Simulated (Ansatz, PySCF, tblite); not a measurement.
Intermolecular potential of Cl2Ge ··· HF (SMILES [Cl][Ge][Cl] and F). Monomers: optimised at B3LYP-D3(BJ) (def2-TZVP), held rigid. Orientation: lowest of the rigid-body minima from ten starts at GFN2-xTB. R is the distance of the centres of mass, along which the second monomer moves.

Levels: GFN2-xTB (tblite); RHF/6-31G* = restricted Hartree-Fock/6-31G*, spherical d, no counterpoise correction in PySCF; RHF/STO-3G = restricted Hartree-Fock/STO-3G, no counterpoise correction (PySCF 2.14.0); CCSD(T)/aug-cc-pVDZ = CCSD(T) on RHF/aug-cc-pVDZ, cores with 3d frozen, counterpoise-corrected (Ansatz, a quantum-chemistry and plane-wave program).

Interaction energies in kcal/mol; the last columns give the difference from CCSD(T):

| R / Å | GFN2-xTB | RHF/6-31G* | RHF/STO-3G | CCSD(T)/aug-cc-pVDZ | GFN2-xTB − CCSD(T)/aug-cc-pVDZ | RHF/6-31G* − CCSD(T)/aug-cc-pVDZ | RHF/STO-3G − CCSD(T)/aug-cc-pVDZ |
|---|---|---|---|---|---|---|---|
| 2.31 | -5.66 | 0.83 | -12.15 | 3.30 | -8.96 | -2.47 | -15.45 |
| 2.51 | -9.33 | -3.37 | -9.45 | -0.74 | -8.58 | -2.62 | -8.71 |
| 2.71 | -10.26 | -5.23 | -6.84 | -2.70 | -7.56 | -2.53 | -4.14 |
| 2.93 | -9.57 | -5.78 | -4.70 | -3.45 | -6.12 | -2.33 | -1.25 |
| 3.12 | -8.36 | -5.58 | -3.43 | -3.46 | -4.90 | -2.11 | 0.04 |
| 3.41 | -6.36 | -4.76 | -2.21 | -3.01 | -3.34 | -1.75 | 0.81 |
| 3.68 | -4.73 | -3.87 | -1.54 | -2.45 | -2.28 | -1.42 | 0.90 |
| 4.21 | -2.59 | -2.33 | -0.88 | -1.50 | -1.09 | -0.83 | 0.62 |
| 4.87 | -1.35 | -1.10 | -0.51 | -0.81 | -0.54 | -0.30 | 0.30 |
| 5.91 | -0.62 | -0.41 | -0.25 | -0.35 | -0.26 | -0.06 | 0.10 |
| 7.23 | -0.29 | -0.19 | -0.13 | -0.16 | -0.14 | -0.03 | 0.03 |

GFN2-xTB is furthest from CCSD(T)/aug-cc-pVDZ at 2.31 (-8.96 kcal/mol, below); its mean absolute difference over the points is 3.98 kcal/mol.

RHF/6-31G* is furthest from CCSD(T)/aug-cc-pVDZ at 2.51 (-2.62 kcal/mol, below); its mean absolute difference over the points is 1.50 kcal/mol.

RHF/STO-3G is furthest from CCSD(T)/aug-cc-pVDZ at 2.31 (-15.45 kcal/mol, below); its mean absolute difference over the points is 2.94 kcal/mol.
